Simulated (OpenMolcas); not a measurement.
# Levels of Nb⁺ by method

* Program: OpenMolcas 26.06
* Basis: ANO-R1 [6s4p3d1f]
* Scalar Hamiltonian: X2C, finite nucleus
* Active space: 4 electrons in 6 orbitals (4d 5s)
* State averaging: 2S+1 = 5 even, 15 roots; 2S+1 = 3 even, 102 roots kept (CI in the orbitals of an earlier block, 97 in the spin-orbit step); 2S+1 = 1 even, 84 roots kept (CI in the orbitals of an earlier block)
* Spin-orbit coupling: state interaction with AMFI integrals over the reference wave functions, term energies averaged over their components

Methods on the same reference wave functions:
A. CASSCF
B. SS-CASPT2, IPEA 0.25 Eh, imaginary shift 0.1 Eh (closed shells correlated: 4s 4p)
C. MS-CASPT2, IPEA 0.25 Eh, imaginary shift 0.1 Eh (closed shells correlated: 4s 4p)

Energies in eV above 4d⁴ ⁵D₀, the measured ground level; measured values from NIST Handbook of Basic Atomic Spectroscopic Data.

```
            Level       A       B       C  Measured
          4d⁴ ⁵D₀  0.0000  0.0000  0.0000    0.0000
          4d⁴ ⁵D₁  0.0197  0.0215  0.0215    0.0197
          4d⁴ ⁵D₂  0.0555  0.0591  0.0591    0.0543
       4d³ 5s ⁵F₁  0.0727  0.1590  0.1590    0.2922
          4d⁴ ⁵D₃  0.1035  0.1075  0.1075    0.0994
       4d³ 5s ⁵F₂  0.1051  0.1917  0.1917    0.3260
       4d³ 5s ⁵F₃  0.1528  0.2398  0.2398    0.3756
          4d⁴ ⁵D₄  0.1604  0.1633  0.1633    0.1519
       4d³ 5s ⁵F₄  0.2144   0.302   0.302    0.4392
       4d³ 5s ⁵F₅  0.2881   0.375   0.375    0.5140
       4d⁴ ³P₀(1)  0.9360   0.713   0.713    0.6896
       4d⁴ ³P₁(1)  1.0108   0.789   0.789    0.7677
       4d⁴ ³P₂(1)  1.1431   0.921   0.921    0.9003
    4d³ 5s ³F₂(1)  1.2071   0.973   0.973          
    4d³ 5s ³F₃(1)  1.2553   1.027   1.027          
    4d³ 5s ³F₄(1)  1.3116   1.085   1.085          
       4d³ 5s ⁵P₁  1.3851   1.289   1.289          
       4d³ 5s ⁵P₂  1.4176   1.316   1.316          
       4d³ 5s ⁵P₃  1.4622   1.368   1.368          
       4d³ 5s ³G₃  1.5313   1.422   1.422          
   4d⁴ ³H₄ [54 %]  1.5435   1.477   1.477          
   4d⁴ ³H₅ [61 %]  1.5771   1.520   1.520          
4d³ 5s ³G₄ [53 %]  1.5782   1.444   1.444          
4d³ 5s ³G₅ [60 %]  1.6157   1.482   1.482
```

Deviations, from unrounded energies. A percentage is the sum of absolute deviations over the sum of measured energies, with the sign that they share, or ± where signs differ.

```csv
Against measurement,Levels,A,B,C
mean absolute deviation (cm-1),12,1300,520,520
fine structure of the ground term (%),4,±4.3,+8.0,+8.0
other terms of the ground configuration (%),3,+31.1,+2.7,+2.7
other configurations (%),5,-57.2,-34.9,-34.9
```

B, C lie about equally close to measurement and A furthest from it. The largest miss of B in the table is 4d³ 5s ⁵F₅, by -1100 cm-1. The ranking rests on the paired levels alone, and a cruder setting can come out closer through cancelling errors.

Between B and C no level of the table moves by more than 5 cm-1.

The two smallest mean deviations differ by little beside CASPT2's spread within terms, so their order carries little weight.

From A to B the spin-free energies of the other terms of 4d⁴ shown, above ⁵D, scale by factors of 0.76 to 0.94, as is usual when dynamic correlation screens the repulsion within a d or f shell.

The lowest spin-free term lies below A's lowest term by 0.219 hartree in B, 0.219 hartree in C.

Term energies are means over components that CASPT2 splits; among the terms shown or strongly mixed into the levels shown the widest spread is 730 cm-1 (4d³ 5s ⁵F, C). Some high roots are left out of the spin-orbit mixing, which shifts the levels that they would mix with. Terms from blocks run as CI alone lack orbitals of their own. Configurations are named by rounded mean occupations; where the s occupation lies near a half they are strongly mixed, a name can repeat and a true partner stay unpaired. A single d shell beside an s shell can misplace configurations of different d count against each other. Without dynamic correlation excited terms often stand tens of per cent too high (terms of higher spin than the ground term too low), and those without a measured partner can miss by more than the paired ones (holds for A). Blocks of more than 70 roots (2S+1 = 3 even, 1 even) ran without multistate coupling (holds for C). Computed and measured levels are paired by configuration, term and J; levels that our copy of the source lacks, or whose pairing is in doubt (as where it misses far off the trend of its configuration), stay unpaired and out of the deviations. Only configurations of the active space appear. The table leaves out levels that lie high or whose names do not pair safely across all columns.

A share in square brackets marks a mixed level and gives the weight of the term that names it, the lowest over the columns. A number in round brackets counts repeated terms of one configuration in the order of the reference energies.
